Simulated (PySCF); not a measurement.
A calculated (BLYP, PySCF 2.14, ANO-RCC-VTZP, scalar relativity by spin-free X2C-1e) atom or ion has these occupied shells.

| shell | electrons | orbital energy (eV) | rms radius, mean of both spins (bohr) |
| --- | --- | --- | --- |
| 1s β | 1 | -80502.7 | 0.0190 |
| 1s α | 1 | -80502.7 | 0.0190 |
| 2s α | 1 | -14236.0 | 0.0769 |
| 2s β | 1 | -14235.8 | 0.0769 |
| 2p α | 3 | -12370.7 | 0.0704 |
| 2p β | 3 | -12370.5 | 0.0704 |
| 3s α | 1 | -3389.9 | 0.196 |
| 3s β | 1 | -3389.8 | 0.196 |
| 3p α | 3 | -2845.5 | 0.199 |
| 3p β | 3 | -2845.5 | 0.199 |
| 3d α | 5 | -2238.2 | 0.181 |
| 3d β | 5 | -2238.0 | 0.181 |
| 4s α | 1 | -764.17 | 0.433 |
| 4s β | 1 | -764.01 | 0.433 |
| 4p α | 3 | -584.43 | 0.461 |
| 4p β | 3 | -584.28 | 0.461 |
| 4d α | 5 | -361.89 | 0.493 |
| 4d β | 5 | -361.71 | 0.493 |
| 5s α | 1 | -144.58 | 0.981 |
| 5s β | 1 | -143.45 | 0.981 |
| 4f α | 7 | -117.97 | 0.549 |
| 4f β | 7 | -117.71 | 0.549 |
| 5p α | 3 | -96.420 | 1.13 |
| 5p β | 3 | -95.072 | 1.13 |
| 5d α | 5 | -41.093 | 1.55 |
| 5d β | 3 | -39.936 | 1.55 |

Q: Name the element and its charge.

A: Au³⁺ (gold, charge +3), in [Xe] 4f14 5d8, high-spin 3F determinant.
